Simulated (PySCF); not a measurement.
Bonds (- single, = double, # triple, : aromatic): C1=N2 1.264 Å, N2-Si3 1.697 Å, Si3-P4 2.343 Å. C1 carries H5, H6; Si3 carries H7, H8; P4 carries H9, H10, H11. Formal charges: P4 +1.

Total charge +1. H5 is cis to Si3; H6 is trans to Si3.

Geometry: PBE0-D3(BJ)/def2-SVP; GIAO shifts from PySCF 2.14.0 with density-fitted response routines, gas phase, non-relativistic, averaged over equivalent atoms.

At PBE0/pcSseg-1 (117 basis functions, 9.2 s wall time on 1 thread of an Arm Neoverse V1, shared host):
```csv
atoms,δ (ppm)
C1,199.6
N2,353.1
Si3,-34.4
P4,-173.0
H6,9.16
H5,9.08
H7/H8,6.28
H9/H10/H11,5.13
```

Shifts are taken against calculated references (same method and geometry level): TMS for 13C (σref 184.41) and 29Si (σref 351.99) and 1H (σref 31.27); 15N (σref 265.67) against NH3; H3PO4 for 31P (σref 310.13).

Question: What do these become at B3LYP/pcSseg-2?

Answer: 
| atoms | δ at B3LYP/pcSseg-2 | change |
| --- | --- | --- |
| C1 | 202.0 | +2.4 |
| N2 | 357.0 | +3.9 |
| Si3 | -42.5 | -8.1 |
| P4 | -157.1 | +15.9 |
| H6 | 9.13 | -0.03 |
| H5 | 9.04 | -0.04 |
| H7/H8 | 6.27 | -0.01 |
| H9/H10/H11 | 5.07 | -0.06 |

Referencing at the same level of theory: 13C (σref 179.19) and 29Si (σref 324.61) and 1H (σref 31.39) vs TMS; 15N (σref 258.52) against NH3; 31P (σref 283.32) against H3PO4.

The largest change is at P4 (phosphorus bonded to Si, 3 H). Cost: 256 basis functions, 31 s wall time on 1 thread of an Arm Neoverse V1, shared host.

Experimental scales use liquid or dissolved standards, which lie at an offset from isolated NH3 (liquid NH3: subtract about 20 ppm) and H3PO4. Unscaled 15N shifts of sp2 nitrogen come out 20 to 40 ppm too high even then.
